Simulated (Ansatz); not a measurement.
Geometry optimisation, RKS B3LYP/def2-SVP (Ansatz 0.2.0).

Input file:

```yaml
crystal:
  periodic: [false, false, false]
  atoms:
    - { symbol: C, position_ang: [-1.527, -1.368, -0.672] }
    - { symbol: C, position_ang: [-0.3666, -1.1203, 0.1557] }
    - { symbol: C, position_ang: [0.9098, -0.8239, -0.5128] }
    - { symbol: Si, position_ang: [0.2541, 0.5543, 0.5946] }
    - { symbol: C, position_ang: [-0.1198, 2.0276, -0.4032] }
    - { symbol: "N", position_ang: [1.2115, 0.6913, 1.9173] }
    - { symbol: H, position_ang: [-2.4588, -1.1796, -0.0865] }
    - { symbol: H, position_ang: [-1.5506, -2.3308, -1.0774] }
    - { symbol: H, position_ang: [-1.6165, -0.6296, -1.5028] }
    - { symbol: H, position_ang: [-0.3533, -1.8408, 0.9875] }
    - { symbol: H, position_ang: [1.8319, -1.2677, -0.0744] }
    - { symbol: H, position_ang: [0.9884, -0.5507, -1.5295] }
    - { symbol: H, position_ang: [0.50756, 2.93559, -0.17994] }
    - { symbol: H, position_ang: [-1.14612, 2.2852, -0.31978] }
    - { symbol: H, position_ang: [0.05328, 1.82498, -1.4727] }
    - { symbol: H, position_ang: [1.2458, -0.1684, 2.4502] }
    - { symbol: H, position_ang: [2.1778, 0.8683, 1.607] }
basis:
  gaussian: { orbitals: def2-SVP }
hamiltonian:
  xc: b3lyp
relax:
  f_tol: 0.015
  max_steps: 40
```

Launched with:

```bash
$ ansatz run input.yaml --threads 2 --pin off --max-ram 3072MiB --backend cpu --events-out ev --progress --plain --runs-dir out
```

Q: Where does it end, and by what steps?

A: The forces met the threshold. After 12 steps the energy has fallen by 1.190 eV; H17 moved furthest, 0.75 Å.

| step | energy less start (eV) | largest force component (eV/Å) | accepted |
| --- | --- | --- | --- |
| 0 | 0.0000 | 2.718 | yes |
| 1 | -0.8269 | 1.584 | yes |
| 2 | -1.1013 | 0.484 | yes |
| 3 | -1.1367 | 0.486 | yes |
| 4 | -1.1660 | 0.260 | yes |
| 5 | -1.1771 | 0.242 | yes |
| 6 | -1.1665 | 0.275 | no |
| 7 | -1.1855 | 0.067 | yes |
| 8 | -1.1874 | 0.067 | yes |
| 9 | -1.1838 | 0.255 | no |
| 10 | -1.1891 | 0.034 | yes |
| 11 | -1.1893 | 0.063 | yes |
| 12 | -1.1895 | 0.007 | yes |

```xyz
17
Properties=species:S:1:pos:R:3
C -1.583 -1.361 -0.724
C -0.330 -1.143 0.109
C 1.041 -0.936 -0.642
Si 0.499 0.489 0.429
C -0.070 2.071 -0.399
N 1.125 0.791 2.020
H -2.495 -1.312 -0.106
H -1.570 -2.346 -1.225
H -1.687 -0.600 -1.516
H -0.243 -1.874 0.926
H 1.856 -1.610 -0.350
H 0.960 -0.853 -1.735
H 0.772 2.769 -0.543
H -0.831 2.583 0.211
H -0.498 1.857 -1.391
H 1.135 0.026 2.689
H 1.962 1.357 2.129
```

Time of the run: 69 s on 2 threads of Arm Neoverse V1, on a shared host, peak memory 0.41 GiB.
